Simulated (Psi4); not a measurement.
selenium dioxide (O$_{2}$Se), singlet, geometry from GFN2-xTB. Base run: Psi4 1.11 with HF/def2-SVP.

Geometry (Å):
```xyz
3

O     -1.3086     0.5502     0.0317
Se     0.0146    -0.2886    -0.0242
O      1.2465     0.6762     0.0710
```
Charge 0, spin multiplicity 1.
All else is at Psi4's defaults (density fitting; Cartesian or spherical functions as each basis is defined).

Variants of this job, named by their change:

```json
[
 {"change": "base", "basis functions": "60", "E (Eh)": "-2549.01676", "dipole (D)": "3.76"},
 {"change": "basis = 3-21G", "basis functions": "41", "E (Eh)": "-2537.21246", "dipole (D)": "4.08"},
 {"change": "basis = 6-31G", "basis functions": "47", "E (Eh)": "-2548.31462", "dipole (D)": "4.29"},
 {"change": "basis = pcseg-1", "basis functions": "55", "E (Eh)": "-2549.06632", "dipole (D)": "3.70"},
 {"change": "basis = cc-pVDZ", "basis functions": "55", "E (Eh)": "-2548.77984", "dipole (D)": "3.72"},
 {"change": "basis = aug-cc-pVDZ", "basis functions": "82", "E (Eh)": "-2548.81336", "dipole (D)": "3.51"},
 {"change": "basis = def2-SVPD", "basis functions": "87", "E (Eh)": "-2549.03961", "dipole (D)": "3.62"},
 {"change": "basis = cc-pVTZ", "basis functions": "103", "E (Eh)": "-2549.56869", "dipole (D)": "3.58"},
 {"change": "basis = def2-TZVPP", "basis functions": "110", "E (Eh)": "-2549.53281", "dipole (D)": "3.60"},
 {"change": "basis = def2-TZVPD", "basis functions": "137", "E (Eh)": "-2549.53581", "dipole (D)": "3.55"},
 {"change": "basis = aug-cc-pVTZ", "basis functions": "151", "E (Eh)": "-2549.57400", "dipole (D)": "3.55"},
 {"change": "basis = cc-pVQZ", "basis functions": "178", "E (Eh)": "-2549.58765", "dipole (D)": "3.56"},
 {"change": "basis = def2-QZVPP", "basis functions": "203", "E (Eh)": "-2549.59064", "dipole (D)": "3.61"}
]
```

Totals compare only among sets that treat the same electrons; sets with core potentials leave the core out.
